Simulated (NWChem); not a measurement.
Molecule: C₃H₈Si; SMILES C=CC[SiH3]

```xyz
12

Si     0.2225    -1.5395    -0.0013
C     -0.8073     0.0415    -0.1976
C     -0.1608     1.2275     0.4400
C      0.4243     2.2395    -0.2058
H     -0.5231    -2.7119    -0.5575
H      1.5235    -1.4051    -0.7240
H      0.5017    -1.7966     1.4458
H     -1.7949    -0.1578     0.2545
H     -0.9715     0.2088    -1.2752
H     -0.1522     1.2350     1.5381
H      0.4490     2.2850    -1.2997
H      0.8987     3.0609     0.3370
```
Atoms are numbered in this order, from 1.

Program: NWChem. All runs use the structure optimised with PBE0/def2-SVP. Level: PBE0/def2-SVP with SMD (1 M gas to 1 M solution), gas-phase geometry. Reactions with the solvent are ignored.

Q: Predict the results for solvent toluene. Quantities: solvation free energy (kcal/mol); cavity-dispersion-structure term (kcal/mol); dipole in solution (D).

A: 
```yaml
solvation free energy (kcal/mol): -2.2
cavity-dispersion-structure term (kcal/mol): -1.0
dipole in solution (D): 0.64
```
